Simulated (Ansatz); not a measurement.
Reaction (ligand exchange at the Sn–S bond): `C[S][Sn][SH]` + HCl → `[SH][Sn][Cl]` + CH₃SH

Calculated with Ansatz (gas phase, PBE0-D4/def2-TZVP geometries, no zero-point term in ΔE). CCSD(T)/CBS adds triple-zeta CCSD(T) − MP2 to the extrapolated MP2 energy (def2 sets, frozen cores). This one scheme is used for every species. DFT in def2-TZVPP. B3LYP here is the variant with VWN-RPA as its local correlation; programs differ in this. def2 core potentials past Kr. For Sn outer-core shells are correlated without core-valence functions, which leaves a few kJ/mol of doubt a bond. One conformer a species, not always the lowest.

```csv
level,ΔE (kJ/mol),difference from CCSD(T)/CBS
PBE-D4,-27.6,1.2
r2SCAN-D4,-31.5,-2.7
PBE0-D4,-30.2,-1.4
B3LYP-D4,-33.0,-4.2
ωB97X-V,-38.4,-9.6
ωB97M-V,-36.2,-7.4
B2PLYP,-36.4,-7.6
PBE,-33.7,-4.9
r2SCAN,-33.0,-4.2
PBE0,-35.7,-6.9
B3LYP,-43.0,-14.2
HF/def2-TZVPP,-54.0,-25.2
MP2/def2-TZVPP,-24.7,4.1
SCS-MP2/def2-TZVPP,-31.3,-2.5
CCSD/def2-TZVPP,-32.8,-4.0
CCSD(T)/def2-TZVPP,-27.9,0.9
HF/def2-QZVPP,-55.0,-26.2
MP2/def2-QZVPP,-25.7,3.1
SCS-MP2/def2-QZVPP,-32.1,-3.3
HF/CBS(def2),-55.1,-26.3
MP2/CBS(def2),-25.7,3.1
CCSD/CBS(def2),-33.8,-5.0
CCSD(T)/CBS,-28.8,0
```

Largest T1 diagnostic among the species: 0.016.

In def2-TZVPP, CCSD(T) changes the Hartree–Fock value by +26.1 kJ/mol (the triples alone add +5.0 kJ/mol) and MP2 by +29.2 kJ/mol. The D4 term adds +10.0 kJ/mol with B3LYP and +5.5 kJ/mol with PBE0; it sums over pairs of atoms, weighted by their polarisabilities, and B3LYP, whose exchange is more repulsive, gets the larger term.
